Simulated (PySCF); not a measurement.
**Computed spin Hamiltonian**

Compound: C4H7FO2S (charge -1 and doublet state).
Cartesian coordinates in Å at the GFN2-xTB level; atoms count from 1:
```xyz
15
C4H7FO2S angstrom
C     -2.1252   -0.6009    0.6727
O     -1.4523    0.4823    1.2477
C     -0.6980    1.2557    0.2768
C      0.3931    0.5682   -0.4426
S      0.1598   -0.2668   -1.8996
O      1.4940    0.2466    0.4211
C      2.4375   -0.5147   -0.1941
F      3.5504   -0.5598    0.6109
H     -2.5242   -1.2031    1.4906
H     -1.4542   -1.2124    0.0613
H     -2.9524   -0.2585    0.0318
H     -0.2985    2.0737    0.8876
H     -1.4042    1.6504   -0.4680
H      2.1134   -1.5603   -0.3462
H      2.7564   -0.0926   -1.1633
```

The hyperfine couplings belong to this conformer and change with its torsions.

Identity: `COC[C]([S-])OCF` [radical] (charge -1).

Computed, not measured: UKS B3LYP, pcH-1 on C F H O S, non-relativistic, mean-field spin-orbit, GIAO (PySCF 2.14.0). Whether the extra electron is bound in the gas phase wasn't checked; a finite basis holds it in any case. Couplings are sensitive to structure, and on GFN2-xTB geometries they can be far from those on DFT ones, by a factor of two or more for some ions and for spin on atoms past the first row. The SCF solution wasn't tested for stability.

| Item | Value |
| --- | --- |
| g1, g2, g3 | 2.00171, 2.00754, 2.01111 |
| g_iso | 2.00679 |
| Form of g | rhombic: the two nearest values differ by 38 % of g3 − g1 |
| ⟨S²⟩ | 0.7543 (exact 0.7500) |
| α and β electrons | 37, 36 |
| Total energy | -805.12142 Eh |

Isotropic coupling and dipolar principal values T1 to T3, in MHz; ρ(0) is the spin density at the nucleus:

```csv
atom,isotope,a_iso,of which spin–orbit,T1,T2,T3,Mulliken spin population,ρ(0) (bohr⁻³)
C1,13C,-1.1,0.0,-0.9,-0.6,1.5,0.00,-0.0010
O2,17O,-50.2,0.0,-19.4,9.4,10.1,0.04,0.0827
C3,13C,3.0,0.0,-1.8,-0.8,2.6,0.00,0.0027
C4,13C,119.3,0.3,-60.5,-58.5,119.0,0.61,0.1059
S5,33S,7.1,0.0,-30.5,-25.7,56.2,0.29,0.0204
O6,17O,-13.1,-0.2,-34.9,16.5,18.4,0.05,0.0213
C7,13C,-4.5,0.0,-1.5,-0.5,2.0,-0.01,-0.0040
F8,19F,-6.9,0.0,-1.0,-0.2,1.2,0.00,-0.0016
H9,1H,3.0,0.0,-1.4,-0.8,2.2,0.00,0.0007
H10,1H,1.0,0.0,-4.3,-0.7,5.0,0.00,0.0002
H11,1H,-0.3,0.0,-1.9,-0.9,2.8,0.00,-0.0001
H12,1H,24.0,0.0,-5.8,-2.6,8.4,0.01,0.0054
H13,1H,1.3,0.0,-5.2,-3.2,8.4,0.00,0.0003
H14,1H,10.7,0.0,-2.7,-1.8,4.5,0.00,0.0024
H15,1H,11.3,0.0,-3.4,-2.3,5.8,0.00,0.0025
```

Largest spin populations (Mulliken): C4 (+0.61) and S5 (+0.29). The angles at C4 add up to 356.1°, so it is nearly planar.

Axes: g3 points within 6° of the C4–S5 bond.

Under fast tumbling the dipolar parts average out, and these isotropic splittings remain: 2 × 1H (H12/H13, I = 1/2, 3 lines) with 0.45 mT, 2 × 1H (H14/H15, I = 1/2, 3 lines) with 0.39 mT, 1 × 19F (F8, I = 1/2, 2 lines) with 0.25 mT and 3 × 1H (H9/H10/H11, I = 1/2, 4 lines) with 0.04 mT.

Nuclei that the bonding pattern makes equivalent are averaged, as if the motion that swaps them (rotation, inversion, ring flip) were fast. The 1H value of +12.7 MHz is a mean of couplings from 1.3 to 24.0 MHz in this one geometry, not an average over conformers.

The 17O coupling of O2 (-50.2 MHz) shows only in satellite lines or after enrichment, since that isotope makes up about 0.038 % of natural oxygen.

The 13C coupling of C4 (119.3 MHz) shows only in satellite lines or after enrichment, since that isotope makes up about 1.07 % of natural carbon.

Examples of negative spin density at the nucleus (bohr⁻³): C7 (-0.0040), F8 (-0.0016) and C1 (-0.0010).
